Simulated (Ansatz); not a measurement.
Species: C₂H₅Si, charge 1, singlet. A triplet may lie lower; no result for it is given here. C2H5Si+ (parent SMILES [CH2][Si]C, singlet).
B3LYP-D3(BJ)/def2-TZVP minimum from Ansatz (a quantum-chemistry and plane-wave program):
```xyz
8

C      1.6439     0.1028     0.4412
Si     0.1161    -0.2120    -0.2439
C     -1.6618     0.2166    -0.0441
H      2.1250    -0.6600     1.0533
H      2.3402     0.7604    -0.0791
H     -1.7442     1.3059    -0.1295
H     -2.2855    -0.2795    -0.7848
H     -1.9534    -0.0750     0.9712
```
Charge +1, spin multiplicity 1.

Total energies in cc-pV(D+d)Z, 16 correlated electrons, 7 frozen orbitals. Open shells are spin-unrestricted; no spin-orbit coupling. Cores are frozen in correlated methods. No relativity. The restricted determinant of C2H5Si+ (parent SMILES [CH2][Si]C, singlet) is unstable towards broken spin symmetry in at least one set run. The spin of C2H5Si+ (parent SMILES [CH2][Si]C, singlet) was assumed, and the state is the lowest solution found for it.

| method | program | energy (Eh) | minus CCSDT(Q) (mEh) |
|---|---|---|---|
| HF | Ansatz | -367.22827 | 420.27 |
| MP2 | Ansatz | -367.58634 | 62.20 |
| CCSD | Ansatz | -367.62982 | 18.73 |
| CCSD(T) | Ansatz | -367.64585 | 2.69 |
| CCSDT(Q) | Ansatz | -367.64854 | 0.00 |

Rough core times of Ansatz's runs on a shared machine: CCSD(T) under 20 s, CCSDT(Q) 3 min.
